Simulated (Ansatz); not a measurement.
C2H3F2NSi can be A, `N=C1C(F)[SiH]1F`, or B, `C=C=N[SiH](F)F`.

Computed with Ansatz on PBE0-D4/def2-TZVP structures; ΔE is electronic, products minus reactants. CBS: MP2 limit from def2 TZ/QZ plus the TZ coupled-cluster correction, frozen cores. DFT in def2-TZVPP. B3LYP here is the variant with VWN-RPA as its local correlation; programs differ in this. One conformer a species, not always the lowest.

A:

```xyz
9

N     1.259    0.586    1.446
C     0.423    0.470    0.513
C     0.319   -0.159   -0.842
F     1.167   -1.137   -1.264
Si   -1.284   -0.121    0.137
F    -2.504    0.704   -0.460
H     2.191    0.283    1.143
H     0.220    0.636   -1.595
H    -1.791   -1.263    0.922
```

B:

```xyz
9

C    -0.125   -2.046   -0.846
C    -0.372   -0.890   -0.295
N    -0.657    0.166    0.221
Si    0.107    1.631    0.632
F     1.673    1.584    0.405
F    -0.130    1.868    2.174
H     0.182   -2.882   -0.233
H    -0.216   -2.168   -1.916
H    -0.463    2.738   -0.141
```

Problem. Which is lower in electronic energy at CCSD(T)/CBS, and by how much? (Best estimate.)

Solution. Computed: B, by 100.3 kcal/mol.

Problem. Give E(B) − E(A) in kcal/mol with PBE-D4, r2SCAN-D4, CCSD/def2-TZVPP, PBE0-D4, LDA (SPW92), ωB97M-V, B3LYP. (Estimate.)

Solution. Ansatz gave: PBE-D4 -90.0, r2SCAN-D4 -98.6, CCSD/def2-TZVPP -101.3, PBE0-D4 -94.2, LDA (SPW92) -88.7, ωB97M-V -98.6, B3LYP -100.8. None reverses the order clearly.

Problem. Does the order hold for the free energy at 298.15 K (harmonic terms from PBE0-D4)? (An estimate is asked.)

Solution. Computed: Yes: G(B) − G(A) = -101.6 kcal/mol, for one conformer each. Modes under 60 cm⁻¹, often nearly free rotors, make the harmonic entropy too high.

Largest T1 diagnostic: 0.014.

From PBE to PBE0 (25 % exact exchange), in def2-TZVPP and without D4, E(B) − E(A) moves by −4.1 kcal/mol. At CCSD(T), def2-SVP lies +7.2 kcal/mol from the extrapolated value and def2-TZVPP +0.7 kcal/mol.
